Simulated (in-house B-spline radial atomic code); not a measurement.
# Ionising V⁵⁺ with different functionals

Computed with an all-electron radial atomic-structure program (B-spline basis): non-relativistic Hamiltonian, point nucleus, spin-polarised at highest spin, spherical fractional occupations for the functionals, and exact exchange of hybrids averaged over the configuration. The ionisation energy is the difference of two self-consistent energies, [Ne] 3s2 3p6 → [Ne] 3s2 3p5, without Breit or QED terms; ε is the level of the shell that loses the electron (its least bound occupied spin orbital).

| method | rung | ΔSCF (eV) | -ε(3p) (eV) |
| --- | --- | --- | --- |
| PBE0 | global hybrid | 128.32 | 120.41 |
| B3LYP | global hybrid | 128.32 | 119.80 |
| TPSSh | global hybrid | 128.49 | 118.83 |
| M06-2X | global hybrid | 127.91 | 123.27 |
| BHandHLYP | global hybrid | 128.23 | 123.31 |
| r2SCAN0 | global hybrid | ? | ? |
| B97-1 | global hybrid | 128.27 | 119.82 |
| HSE06 | range-separated hybrid | 128.30 | 119.96 |
| wB97X | range-separated hybrid | 128.20 | 122.79 |
| CAM-B3LYP | range-separated hybrid | 128.26 | 121.79 |
| LC-wPBE | range-separated hybrid | ? | ? |

(1) What does r2SCAN0 give?

(2) What does LC-wPBE give?

(3) Among the functionals, which spreads more, the ΔSCF values or the orbital energies?

(4) How do they compare with the NIST value?

## Answers

(1) ΔSCF 128.82 eV, and -ε(3p) = 121.08 eV.

(2) ΔSCF 128.34 eV, and -ε(3p) = 122.96 eV.

(3) The orbital energies: ΔSCF values span about 0.91 eV and the orbital energies 4.48 eV; here energy differences depend much less on the functional than eigenvalues do.

(4) NIST lists 128.12 eV ± 0.025 (measured, ground level to ground level). Errors run from -0.21 to +0.70 eV; wB97X is closest (+0.08 eV), though others lie within the uncertainty of it, and part of that can be cancellation, since the calculations leave out relativity, Breit-QED terms, multiplet and fine-structure energies.
